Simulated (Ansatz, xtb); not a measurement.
System: CF$_{2}$I, net charge 1, singlet state. SMILES of the parent species: I[C](F)F
Coordinates optimised at B3LYP-D3(BJ)/def2-TZVP (Ansatz, a first-principles code):
```xyz
4

F     -1.9048    -1.0563     0.0037
C     -1.2181     0.0009    -0.0115
F     -1.9028     1.0592    -0.0396
I      0.7845    -0.0006     0.0074
```
Charge +1, spin multiplicity 1.

Harmonic wavenumbers from GFN2-xTB (xtb, at its own minimum), cm⁻¹: 280, 348, 475, 646, 1304, 1421.

**Question.** Give the harmonic wavenumbers at B3LYP-D3(BJ)/def2-TZVP (Ansatz, finite differences of forces, unscaled).

**Answer.** 305, 354, 571, 715, 1341, 1449 cm⁻¹. Zero-point energy 6.8 kcal/mol.

**Question.** From these and the geometry, give the ideal-gas thermochemistry at 298.15 K and 1 atm (rigid rotor, harmonic oscillator).

**Answer.** Point group C2v, rotational symmetry number 2. Rotational constants 11.88, 2.171, 1.836 GHz. S(trans) 41.42, S(rot) 24.94, S(vib) 3.37, S(elec, spin only) 0.00, S 69.7 cal/(mol K). H(298) - H(0) 3.04 kcal/mol; G - E(el) -11.0 kcal/mol.
